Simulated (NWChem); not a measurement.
Isomers of C3H4F2O, each optimised at B3LYP/6-31G* with NWChem, gas phase unless a solvent is named. Flexible species stand in one conformer each, which need not be the lowest. Pople sets run with spherical d functions. Relative energies count from the lowest isomer at each level and are electronic, without zero-point energy, on those geometries.

A: O(C=C(F)F)C
B: FC1(F)CCO1
C: CC(F)(F)C=O
D: CO/C(F)=C/F

Which isomer is lowest, and do the levels agree? Levels: B3LYP/6-31G*; PBE/def2-TZVP; B3LYP/def2-TZVP; TPSSh/def2-TZVP; Hartree-Fock/def2-TZVP; CAM-B3LYP/def2-TZVP; BLYP/def2-TZVP.

All put C lowest.
```
quantity                                               A     B    C     D
--------------------------------------------------  ----  ----  ---  ----
relative energy, B3LYP/6-31G* (kcal/mol)            29.4   6.4  0.0  29.1
relative energy, PBE/def2-TZVP (kcal/mol)           27.8   5.0  0.0  27.2
relative energy, B3LYP/def2-TZVP (kcal/mol)         28.6   8.4  0.0  27.6
relative energy, TPSSh/def2-TZVP (kcal/mol)         27.5   4.1  0.0  26.5
relative energy, Hartree-Fock/def2-TZVP (kcal/mol)  32.8   8.5  0.0  31.7
relative energy, CAM-B3LYP/def2-TZVP (kcal/mol)     29.6   6.3  0.0  28.6
relative energy, BLYP/def2-TZVP (kcal/mol)          27.8  11.0  0.0  26.8
```
